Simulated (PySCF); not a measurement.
Spin-state energies of [MnF6]3-

[MnF6]3-: Mn(III) (d4), charge -3. The structure is a PBE0-D3(BJ)/def2-SVP, IEF-PCM water geometry optimised for multiplicity 5; coordination octahedral, point group D4h, metal–donor distances 1.88–2.09 Å.

```
7

Mn    0.000    0.000    0.000
F     0.000    0.000    2.091
F     0.000    0.000   -2.091
F     1.875    0.000    0.000
F    -1.875    0.000    0.000
F     0.000    1.875    0.000
F     0.000   -1.875    0.000
```

Method (PySCF 2.14, density fitting): CASSCF(4,5) with orbitals averaged over all microstates of the shell, strongly contracted NEVPT2 on the averaged canonical orbitals; basis x2c-TZVPall on the metal, x2c-SVPall elsewhere; spin-free X2C; IEF-PCM water; spin-orbit coupling by state interaction with the mean-field operator over all roots.

The unrestricted Kohn–Sham energies use the same basis, Hamiltonian, solvent and geometry. All energies are vertical, in cm⁻¹ above the lowest state with 2S+1 = 5; a negative value means that the lower spin is more stable. A dash marks a spin without a sound unrestricted solution.

```csv
method,2S+1 = 3,2S+1 = 1
CASSCF,16304,27794
NEVPT2,12711,23557
BP86,5724,–
TPSSh,6904,–
B3LYP,7894,–
PBE0,10088,–
```

(1) How does exact exchange act on the 2S+1 = 3 state?

The functionals differ in more than their exact exchange.

The active space of the d orbitals alone lacks metal–ligand bonding pairs, which usually tilts NEVPT2 towards high spin.

No frequencies were computed for the optimised geometry.

## Answers

(1) From BP86 (0 % exact exchange) to PBE0 (25 %) it moves by +4363 cm⁻¹ against the high-spin state, so more exact exchange favours high spin, the usual trend.
